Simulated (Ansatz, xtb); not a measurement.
Breaking the Ge1–H2 bond in FGeH (SMILES [F][GeH]) (multiplicity 1 held, fragments rigid). Energies count from the point at 1.615 Å.
Geometry at that point (charge 0, multiplicity 1):
```xyz
3

Ge    -0.114    -0.227     0.281
H     -0.985    -1.053    -0.799
F      0.514     0.924    -0.909
```

R- and RO- levels are restricted; in cc, def2 and unpolarised 6-31G sets they are followed outwards from rest. U- levels take the lowest unrestricted solution at each point, which mixes spins at long bonds. Active spaces are followed from a long bond inwards. Levels need not reach the same state.

Frozen-core correlation. Filled d and f shells under p-block atoms count as core.

Codes used: Ansatz (a first-principles code); xtb for the GFN methods. Values without a source in brackets are computed. The GFN methods have no spin term and hold the electronic entropy of 300 K.

```tsv
level	energy at R = 5.168 Å (eV)
GFN2-xTB	3.844
U-PBE/cc-pVTZ	2.966
R-B3LYP/cc-pVTZ	4.374
U-B3LYP/cc-pVTZ	3.059
R-MP2/cc-pVTZ	4.340
U-MP2/cc-pVTZ	2.890
U-CCSD/cc-pVTZ	3.053
U-CCSD(T)/cc-pVTZ	3.062
CASSCF(2,2)/cc-pVTZ	[?]
```

### Question
Complete the blanks.

### Answer

- CASSCF(2,2)/cc-pVTZ, energy at R = 5.168 Å (eV): 2.722

Doubts at one or more of the structures used: a spin-contaminated determinant (U-PBE/cc-pVTZ, U-B3LYP/cc-pVTZ, U-MP2/cc-pVTZ, U-CCSD/cc-pVTZ, U-CCSD(T)/cc-pVTZ); a restricted determinant that unrestricted orbitals would lower (R-B3LYP/cc-pVTZ, R-MP2/cc-pVTZ).
